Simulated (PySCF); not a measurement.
**Excitation energy of Si²⁺ by level of theory**

Si²⁺ [Ne] 3s2 (1S) → Si²⁺ [Ne] 3d2 (3F), as a difference of total energies. All numbers are calculated (PySCF 2.14, scalar relativity by spin-free X2C-1e, in aug-cc-pCVTZ-DK with one added diffuse shell each of s, p, d, f type (9s8p6d4f, 91 functions)). Correlated levels: valence: [Ne] frozen; valence and next inner shell: 1s2 frozen; nothing frozen. The calculations carry no spin-orbit coupling.

| method | excitation energy (eV) |
| --- | --- |
| UHF | 35.574 |
| LDA | 35.487 |
| PBE | 34.790 |
| PBE0 | 35.173 |
| r2SCAN | 34.804 |
| BP86 | 34.791 |
| MN15 | 35.206 |
| wB97X | 35.344 |
| TPSSh | 34.818 |
| MP2 (valence) | 36.248 |
| SCS-MP2 (valence) | 36.555 |
| MP2 (valence and next inner shell) | 36.632 |
| SCS-MP2 (valence and next inner shell) | 36.857 |
| MP2 (all electrons) | 36.623 |
| SCS-MP2 (all electrons) | 36.851 |

Q: How much does correlation contribute at MP2 (all electrons)?

A: 36.623 − (35.574) = 1.049 eV, measured against UHF.

The upper state lies above the first ionisation limit, where it may autoionise and the basis confines it.

The promoted electron is Rydberg-like, and one or two diffuse shells describe it only roughly, which tends to raise the upper state.
